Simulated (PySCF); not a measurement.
## Electronic structure of Ne²⁺ (neon, charge +2) at the UHF level

Configuration: [He] 2s2 2p4, high-spin 3P determinant. All numbers are calculated (PySCF 2.14, the spin-free X2C one-electron Hamiltonian (Gaussian nucleus), in Sapporo-DZP-2012).

* Total energy: -126.440487 hartree
* One-electron energy: -166.6126 hartree
* Hartree (Coulomb) energy: 51.2955 hartree
* Exchange energy: -11.1233 hartree
* ⟨S²⟩: 2.0035
* ⟨L²⟩: 2.006
* Sum of ⟨r⟩: 5.227 bohr
* Sum of ⟨r²⟩: 5.103 bohr²
* Traceless quadrupole moment −½Σ⟨3z² − r²⟩ along its main axis: -0.374 e·bohr²
* Langevin diamagnetic susceptibility: -4.04 ×10⁻⁶ cm³/mol
* Time after the integrals: 0.05 s of wall time on 1 thread of Intel(R) Xeon(R) Platinum 8559C (shared host)

```tsv
shell	electrons	mean orbital energy (hartree)	spread (hartree)	rms radius, mean of both spins (bohr)
1s α	1	-34.74404	0	0.182
1s β	1	-34.61003	0	0.182
2s α	1	-3.65820	0	0.914
2s β	1	-3.18835	0	0.914
2p α	3	-2.57270	0.14252	0.918
2p β	1	-2.34962	0	0.918
```
